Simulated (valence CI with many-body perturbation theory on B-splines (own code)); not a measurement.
**Questions on Sb III**

Level of theory: configuration interaction combined with many-body perturbation theory (CI+MBPT): three valence electrons over a frozen Dirac-Fock core [Kr] 4d10, radial functions for each j: 11 s, 11 p, 9 d, 7 f, 5 g, 2 h, 1 i, with the one-electron correlation potential Σ1, the two-electron term Σ2, the three-electron term Σ3, Breit, model QED; selected CI, second order for the rest, scaled by the run's own slope (own B-spline code, finite nucleus).

Set against measurement, 16 paired levels are off by 201 cm⁻¹ on average, the worst by 603. These come from a selection out of Moore, Atomic Energy Levels, vol. III, NSRDS-NBS 35 (1971 reprint of NBS Circular 467, 1958), an old analysis. Levels without a partner in it may be off by more. 1 measured level below the end of the list, from 163388 cm⁻¹ on, found no clear computed partner, and computed levels of the same name lie up to 1446 cm⁻¹ from them.

Names give the largest LS component (configuration and term), which can be under half, so a name can repeat, a term be missing and a line seem to break the LS rules; names also repeat where a configuration has a term twice.

Rates and lifetimes use the calculated energies. Strong lines usually hold to 10 to 20 %, long lifetimes can be off by a factor of two.

(1) What is the ground level?

(2) What is the ionisation energy?

(3) What are the static dipole polarisabilities of the lowest levels?

(4) Among levels below 20.583 eV, which E1 lines absorb most strongly from the ground level?

(5) How well does LS coupling describe the low levels?

(6) Name the longest-lived excited levels whose lifetime is computed, and their main decay.

(7) Where does the other parity begin?

Answers

(1) 5s²5p ²P°_1/2, composition 97 % 5s²5p ²P°, g = 0.666.

(2) 25.322 eV; NIST lists 25.3235 eV (measured).

(3) 5s²5p ²P°_1/2 15.1; 5s²5p ²P°_3/2 15.9 (tensor -0.24) bohr³, of which the core gives 1.68.

(4) to 5s²5d ²D_3/2 at 100.9 nm, f = 1.60; to 5s²6s ²S_1/2 at 106.7 nm, f = 0.415; to 5s5p² ²S_1/2 at 107.4 nm, f = 0.334.

(5) Among the lowest 20 levels the leading LS term, summed over configurations, holds 92 % on average. For single configurations the figures are 84 % in LS and 77 % in jj coupling. Terms mix most in the J = 1/2 level at 12.404 eV, where the leading one holds 50 %.

(6) 5s²5p ²P°_3/2 at 0.816 eV lives 388 ms, mostly by M1 to 5s²5p ²P°_1/2. The lifetime of 5s5p5d ⁴F°_9/2 is too uncertain to give, and may be longer.

(7) At 5s5p² ⁴P_1/2, 7.149 eV.
